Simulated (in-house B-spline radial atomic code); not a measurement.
Computed with a B-spline radial atomic code. Model: two electrons, singlet ground state, non-relativistic, full CI in B-splines with partial waves to l = 8 (at full coupling up to 3e-4 hartree above the limit, correlation up to 0.6 % small), density held at that of full coupling by Lieb maximisation.

Along the adiabatic connection the electron repulsion is scaled by a coupling λ while a local potential keeps the density fixed. At λ = 0 the system is the Kohn-Sham one and W equals the exchange energy; the exchange-correlation energy is the area under W between 0 and 1. The kinetic energy rises with λ as the electrons avoid each other, with dT/dλ = −λ dW/dλ.

Command:
```bash
python run_ac.py task.json out
```
Settings (lengths in bohr, energies in hartree):
```
potential              yukawa
strength               8.94
lmax                   8
second                 4.44
```

Cost of the run: 32 s on 1 thread of Intel(R) Xeon(R) Processor @ 2.30GHz, with other jobs on the host.

**W = mean repulsion less Hartree energy, and W of three functionals.**

Given: confinement screened point charge; nuclear charge 8.94; screening of the nucleus 4.44 1/bohr; external potential -Z exp(-k r)/r.

Computed: LDA exchange minus exact 599.41 millihartree; SCAN exchange minus exact -32.492 millihartree.

```csv
coupling,W xc (hartree),W xc minus exchange (millihartree),kinetic minus Kohn-Sham (millihartree),LDA (PW92) W minus its exchange (millihartree),PBE W minus its exchange (millihartree),SCAN W minus its exchange (millihartree)
0,-4.4138,0,0,0,0,0
0.02,-4.4158,-1.966,0,-15.38,-1.7,-1.83
0.05,-4.4187,-4.906,0.1,-32.86,-4.27,-4.55
0.12,-4.4255,-11.731,0.7,-66.24,-10.32,-10.82
0.25,-4.4381,-24.271,3,-116.53,-21.64,-22.22
0.4,-4.4523,-38.53,7.6,-165.14,-34.74,-35.06
0.6,-4.471,-57.196,17,-221,-52.17,-51.74
0.8,-4.4893,-75.48,29.8,-270.16,-69.47,-67.95
1,-4.5072,-93.391,45.9,-314.57,-86.59,-83.75
1.4,-4.542,-128.14,87.5,-393.17,-120.19,-114.21
2,-4.5915,-177.73,171.7,-493.51,-168.79,-157.39
3,-4.668,-254.22,362.3,-630.97,-244.82,-223.65
4.5,?,?,?,?,?,?
7,?,?,?,?,?,?
10,-5.0508,-636.98,2721.1,-1189.4,-639.95,-560.35
```

What belongs in the row 4.5?

W xc (hartree): -4.7702; W xc minus exchange (millihartree): -356.38; kinetic minus Kohn-Sham (millihartree): 743.7; LDA (PW92) W minus its exchange (millihartree): -794.7; PBE W minus its exchange (millihartree): -347.87; SCAN W minus its exchange (millihartree): -312.13.

What belongs in the row 7?

W xc (hartree): -4.9132; W xc minus exchange (millihartree): -499.43; kinetic minus Kohn-Sham (millihartree): 1559.9; LDA (PW92) W minus its exchange (millihartree): -1002.4; PBE W minus its exchange (millihartree): -494.91; SCAN W minus its exchange (millihartree): -437.27.

What is the PBE exchange minus exact?

31.743 millihartree.

**Energy parts, natural occupations and partial-wave weights.**

Computed: total energy -19.3964 hartree; exchange energy -4.4138 hartree; correlation energy -0.04751 hartree; initial slope twice GL2 -0.098415 hartree; kinetic part over minus potential part 0.49128; Hartree energy 8.8276 hartree; Lieb Oxford ratio E_xc over LDA exchange 1.1696.

| natural | occupation of the shell (electrons) |
| --- | --- |
| s | 1.9988 |
| s | 0.00058961 |
| p | 0.00049377 |
| d | 2.7646e-05 |
| p | ? |
| s | 1.5667e-05 |

What belongs in the row p?

occupation of the shell (electrons): 2.4843e-05.

| wave | weight |
| --- | --- |
| s | 0.99972 |
| p | 0.0002608 |
| d | ? |
| f | 2.4121e-06 |
| g | 5.7631e-07 |

What belongs in the row d?

weight: 1.5949e-05.

What is the Kohn-Sham kinetic?

54.417 hartree.

What is the kinetic part of the DFT correlation energy?

0.045881 hartree.

Half-way to full coupling W has made 51 % of its drop, against 50 % for a straight line, and second-order (GL2) theory, half the initial slope, overshoots the correlation energy by about 4 %: correlation is weak here. Over couplings 0 to 1 the errors in E_xc come to about +463 millihartree for LDA, +36 millihartree for PBE, -28 millihartree for SCAN, so SCAN is nearest. In LDA and SCAN the errors of exchange and correlation have opposite signs, so the sum is smaller than the larger of the two.
